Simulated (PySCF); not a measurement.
Geometry:
```tsv
atom	x (Å)	y (Å)	z (Å)
C1	2.407	-0.992	0.078
N2	1.364	-0.445	-0.760
Si3	0.740	1.185	-0.634
Si4	-0.005	1.293	1.590
Si5	-1.210	-0.730	1.590
Si6	-2.105	-0.910	-0.591
Si7	-1.301	0.970	-1.764
H8	3.433	-0.742	-0.255
H9	2.300	-0.609	1.106
H10	2.329	-2.090	0.139
H11	1.321	-0.881	-1.676
H12	1.654	2.293	-1.076
H13	-0.924	2.458	1.793
H14	1.066	1.340	2.635
H15	-2.291	-0.755	2.626
H16	-0.277	-1.869	1.860
H17	-3.602	-0.966	-0.564
H18	-1.607	-2.157	-1.252
H19	-2.191	2.159	-1.577
H20	-1.150	0.700	-3.230
```

Geometry: PBE0-D3(BJ)/def2-SVP; GIAO shifts from PySCF 2.14.0 with density-fitted response routines, gas phase, non-relativistic, averaged over equivalent atoms.

At KT3/pcSseg-1 (219 basis functions, 2.4 min wall time on 1 thread of an Intel Xeon, shared host):
| atoms | δ (ppm) |
| --- | --- |
| C1 | 36.6 |
| N2 | 23.5 |
| Si3 | -33.2 |
| Si5/Si6 | -105.2 |
| Si4/Si7 | -105.7 |
| H12 | 5.49 |
| H14/H20 | 3.61 |
| H15/H17 | 3.54 |
| H16/H18 | 3.51 |
| H13/H19 | 3.25 |
| H8/H9/H10 | 2.56 |
| H11 | -0.49 |

Scale: ¹³C (182.31 ppm), ²⁹Si (365.51 ppm), ¹H (31.32 ppm) vs TMS; ¹⁵N (262.01 ppm) vs NH3 (reference shieldings calculated alike).

What do these become at PBE0/pcSseg-1?

Results:


```csv
atoms,δ at PBE0/pcSseg-1,change
C1,35.1,-1.5
N2,15.5,-8.0
Si3,-34.4,-1.2
Si5/Si6,-112.1,-6.9
Si4/Si7,-111.5,-5.8
H12,5.41,-0.08
H14/H20,3.70,+0.09
H15/H17,3.62,+0.08
H16/H18,3.58,+0.07
H13/H19,3.32,+0.07
H8/H9/H10,2.47,-0.09
H11,-0.65,-0.16
```

δ = σ(ref) − σ, references computed at the same level: ¹³C (σref 184.41) and ²⁹Si (σref 351.99) and ¹H (σref 31.27) vs TMS; ¹⁵N (σref 265.67) vs NH3.

The largest change is at N2 (nitrogen bonded to C, Si, H). Cost: 219 basis functions, 110 s wall time on 1 thread of an Intel Xeon, shared host.

Experimental scales use liquid or dissolved standards, which lie at an offset from isolated NH3 (liquid NH3: subtract about 20 ppm).
